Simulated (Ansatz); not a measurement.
Reaction (isomerisation): `[CH3][GeH]([CH3])[C]#N` → `N=C1C[CH]1[GeH3]`

Gas-phase electronic energies from Ansatz, PBE0-D4/def2-TZVP geometries. CCSD(T)/CBS adds triple-zeta CCSD(T) − MP2 to the extrapolated MP2 energy (def2 sets, frozen cores). For Ge outer-core shells are correlated without core-valence functions, which leaves a few kJ/mol of doubt a bond. Scalar relativity is left out up to krypton. One conformer a species, not always the lowest.

(1) Is it downhill or uphill in electronic energy at CCSD(T)/CBS, and by how much? (Best estimate.)

(2) What do these levels give: CCSD/def2-TZVPP, HF/def2-QZVPP, MP2/def2-QZVPP, SCS-MP2/def2-QZVPP, HF/CBS(def2), CCSD/CBS(def2)? (An estimate is asked.)

Largest T1 diagnostic among the species: 0.012.

## Answers

(1) Ansatz gave: Uphill: ΔE = +57.6 kcal/mol.

(2) Ansatz gave: CCSD/def2-TZVPP 59.9, HF/def2-QZVPP 61.9, MP2/def2-QZVPP 60.0, SCS-MP2/def2-QZVPP 61.3, HF/CBS(def2) 61.8, CCSD/CBS(def2) 58.1 kcal/mol.

In def2-TZVPP, CCSD(T) changes the Hartree–Fock value by −2.9 kcal/mol (the triples alone add −0.5 kcal/mol) and MP2 by −1.1 kcal/mol. From PBE to PBE0 (25 % exact exchange), in def2-TZVPP and without D4, ΔE moves by +1.1 kcal/mol.
